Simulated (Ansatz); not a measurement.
A series at Sn: from `[SH][Sn]([SH])([SH])[SH]`, ligands are replaced one by one, each step taking up HCl and setting free H₂S; n counts the steps. Ansatz, PBE0-D4/def2-TZVP geometries. Each molecule was computed in one conformer, which needn't be the lowest.

```
n                    molecule  HOMO energy, ωB97M-V/def2-TZVPP (eV)
0  `[SH][Sn]([SH])([SH])[SH]`                                 -9.85
1  `[SH][Sn]([SH])([SH])[Cl]`                                -10.01
2  `[SH][Sn]([SH])([Cl])[Cl]`                                     ?
3  `[SH][Sn]([Cl])([Cl])[Cl]`                                -10.69
4  `[Cl][Sn]([Cl])([Cl])[Cl]`                                -12.05
```

Problem. By hand: fit a straight line y = ȳ + b (n − n̄) to the 4 given rows and predict n = 2.

Solution. n̄ = 2.000, ȳ = -10.650; Σ(n − n̄)(y − ȳ) = -5.080, Σ(n − n̄)² = 10.000, so b = -0.508 eV a step. Prediction: -10.650 + (-0.508) × (0.000) = -10.65 eV.

Problem. By hand: compare with the computed value, -10.45 eV, and give the steps along the whole series.

Solution. The line misses by 0.20 eV (computed minus predicted). Steps: -0.16, -0.44, -0.24, -1.36 eV.

One step carries most of the change, so a line is a poor guide. The highest orbital can change its character along such a series. The miss is 9.1 % of the series' range.
